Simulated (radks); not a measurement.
Initial-state core-level shifts of the platinum ion Pt+ when its valence configuration changes from [Xe] 4f14 5d9. Calculated with a radial shooting solver on a logarithmic mesh with Libxc functionals: scalar-relativistic Kohn-Sham, BLYP, spin-polarised, spherical densities, finite nucleus; open shells are filled with parallel spins first (spin-orbit coupling, left out, can overturn this in heavy ions); Fermi nuclear charge, rms radius 5.427 fm. Shifts are changes of the shell-averaged eigenvalues in eV (positive: less bound); the change of the density at the nucleus, which sets a Mossbauer isomer shift, is in e/bohr^3, on a base of 2.117e+06.

| valence | 3p | 3d | 4s | 5s | density at nucleus |
|---|---|---|---|---|---|
| 4f14 5d8 6p1 | -4.747 | -4.756 | -4.736 | -4.609 | +8.3 |
| 4f13.5 5d9 6p0.5 | -9.677 | -9.603 | -8.685 | -4.381 | +67.3 |
| 4f13 5d9 6s0.5 6p0.5 | -18.825 | -18.680 | -16.754 | -8.015 | +215.3 |
| 4f13 5d8 6p2 | -24.800 | -24.668 | -22.700 | -13.733 | +148.7 |
| 4f13 5d8 6s1 6p1 | -23.167 | -23.037 | -21.060 | -12.103 | +322.8 |
| 4f12 5d9 6p2 | -40.561 | -40.271 | -36.076 | -18.099 | +284.0 |
| 4f14 5d8 6s1 | -3.057 | -3.069 | -3.040 | -2.913 | +160.0 |
| 4f11 5d9 6p3 | -62.521 | -62.094 | -55.251 | -27.561 | +441.1 |
| 4f12 5d8 6p3 | -45.989 | -45.720 | -41.442 | -23.123 | +299.5 |
